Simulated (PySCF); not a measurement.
CH4BrFOSi, SMILES C[Si](O)(F)Br. Heavy atoms are numbered as in [CH3:1][Si:2]([OH:3])([F:4])[Br:5]. Hydrogens are named by the atom that carries them.

Geometry: PBE-D3(BJ)/def2-SVP. Other conformers were not sampled.

Calculation: PySCF with PBE0/pcSseg-1.

GIAO shieldings, no solvent; atoms alike by connectivity are averaged. δ = σ(ref) − σ: ¹³C against TMS (σ = 186.3 ppm); ²⁹Si against TMS (σ = 352.7 ppm); ¹⁷O against H2O (σ = 334.2 ppm); ¹⁹F against CFCl3 (σ = 167.2 ppm); ¹H against TMS (σ = 31.56 ppm), references at their B3LYP-D3(BJ)/def2-TZVP geometries, non-relativistic (without spin–orbit terms, shifts of atoms bonded to Cl or Br come out too high).

Computed chemical shifts:
```
nucleus     atoms  count  δ (ppm)
-------  --------  -----  -------
¹³C      C1 (CH3)      1      4.8
²⁹Si          Si2      1      6.8
¹⁷O       O3 (OH)      1     93.2
¹⁹F            F4      1   -116.7
¹H        H on O3      1     3.21
¹H        H on C1      3     1.15
```
